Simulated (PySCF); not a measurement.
BClGeH₄O, SMILES Cl[B]([GeH3])O.

Coordinates come from a B3LYP-D3(BJ)/def2-SVP optimisation. This is a generated structure with no PubChem entry under its InChIKey; it may be hypothetical. The values are those of a single conformer.

All values below come from B3LYP-D3(BJ)/def2-SVP run with PySCF.

Frequencies are harmonic and unscaled.

Computed normal modes with their intensities:
```tsv
mode	ν (cm⁻¹)	IR (km/mol)	moving atoms (share of kinetic energy)
1	52	0.1	H 93 %
2	148	0.7	Cl 48 %, Ge 16 %, O 15 %, B 10 %, H 10 %
3	271	11.9	O 52 %, Ge 28 %, H 9 %, Cl 8 %
4	314	0.8	H 54 %, B 41 %
5	449	25.8	Cl 36 %, O 29 %, H 16 %, B 13 %
6	517	22.6	H 79 %, O 9 %
7	574	35.6	H 57 %, B 38 %
8	648	120.5	H 78 %, O 13 %, B 9 %
9	795	252.9	H 49 %, B 42 %
10	829	18.3	H 74 %, B 17 %
11	890	26.1	H 98 %
12	890	29.8	H 99 %
13	1104	246.4	H 59 %, B 27 %, O 13 %
14	1381	203.7	B 66 %, O 32 %
15	2119	61.8	H 99 %
16	2119	119.4	H 98 %
17	2128	137.5	H 99 %
18	3775	61.6	H 94 %
```
